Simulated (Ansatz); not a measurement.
Cost and result for the atomization energy of CH6OS2Si, SMILES `OCS[SiH2]S` (11 atoms, 10 bonds).

Z-matrix (Å, degrees):
```
C
S 1 1.851
O 1 1.380 2 114.3
H 1 1.089 2 104.7 3 -117.9
H 1 1.096 2 107.5 3 126.6
Si 2 2.110 1 98.4 3 -86.0
H 3 0.967 1 108.1 2 67.1
S 6 2.160 2 109.8 1 56.1
H 6 1.486 2 112.8 1 -61.2
H 6 1.481 2 106.7 1 176.9
H 8 1.343 6 94.2 2 -132.5
```

Total charge 0; spin multiplicity 1. The structure was optimised at the PBE0-D4/def2-TZVP level. It is one conformer, not always the lowest. Program: Ansatz. All runs use 4 threads of an Intel Xeon Platinum 8488C on a shared host. Times are those of one run each, without the atoms' runs, and a repeat can differ threefold. Electronic energies, without spin–orbit coupling; frozen cores. CCSD(T)/CBS adds CCSD(T) − MP2 in def2-TZVPP to the MP2 limit, and its time is that of the two runs behind it. T1 = 0.012. B3LYP takes the VWN-RPA correlation (the form of Gaussian; ORCA's B3LYP/G).

CCSD(T)/CBS is a level of theory with its own doubt, some kJ/mol a heavy atom from the limit and from the frozen cores, so smaller differences don't rank the functionals.

| level | functions | wall time |
| --- | --- | --- |
| PBE-D4/def2-TZVPP (with forces) | 272 | 2.1 s |
| PBE0-D4/def2-TZVPP | 272 | 3 s |
| r2SCAN-D4/def2-TZVPP (with forces) | 272 | 3.6 s |
| B3LYP-D4/def2-TZVPP (with forces) | 272 | 4.6 s |
| B2PLYP/def2-TZVPP | 272 | 4.8 s |
| ωB97X-V/def2-TZVPP | 272 | 7 s |
| ωB97M-V/def2-TZVPP (with forces) | 272 | 9 s |
| MP2/def2-QZVPP | 504 | 19 s |
| CCSD(T)/def2-TZVPP | 272 | 100 s |
| CCSD(T)/CBS(def2) | – | 2.1 min |

Problem. What atomization energy does each give, and how far from CCSD(T)/CBS? (An estimate is asked.)

Solution. The calculation gave: 
| level | atomization (kcal/mol) | difference from CCSD(T)/CBS | per bond |
| --- | --- | --- | --- |
| PBE-D4/def2-TZVPP (with forces) | 897.6 | 14.0 | 1.4 |
| PBE0-D4/def2-TZVPP | 881.3 | -2.3 | -0.2 |
| r2SCAN-D4/def2-TZVPP (with forces) | 885.7 | 2.1 | 0.2 |
| B3LYP-D4/def2-TZVPP (with forces) | 877.9 | -5.7 | -0.6 |
| B2PLYP/def2-TZVPP | 865.9 | -17.7 | -1.8 |
| ωB97X-V/def2-TZVPP | 887.5 | 3.9 | 0.4 |
| ωB97M-V/def2-TZVPP (with forces) | 887.2 | 3.6 | 0.4 |
| MP2/def2-QZVPP | 884.7 | 1.1 | 0.1 |
| CCSD(T)/def2-TZVPP | 855.1 | -28.5 | -2.8 |
| CCSD(T)/CBS(def2) | 883.6 | 0.0 | 0.0 |

The D4 term adds +11.9 kcal/mol with B3LYP and +6.3 kcal/mol with PBE0; it sums over pairs of atoms, weighted by their polarisabilities, and B3LYP, whose exchange is more repulsive, gets the larger term. From PBE to PBE0 (25 % exact exchange), in def2-TZVPP and without D4, the atomization energy moves by −15.2 kcal/mol: exact exchange takes away binding that semilocal exchange gives to molecules. In def2-TZVPP, CCSD(T) changes the Hartree–Fock value by +236.4 kcal/mol (the triples alone add +15.5 kcal/mol) and MP2 by +249.3 kcal/mol; breaking electron pairs costs correlation energy, which Hartree–Fock lacks.
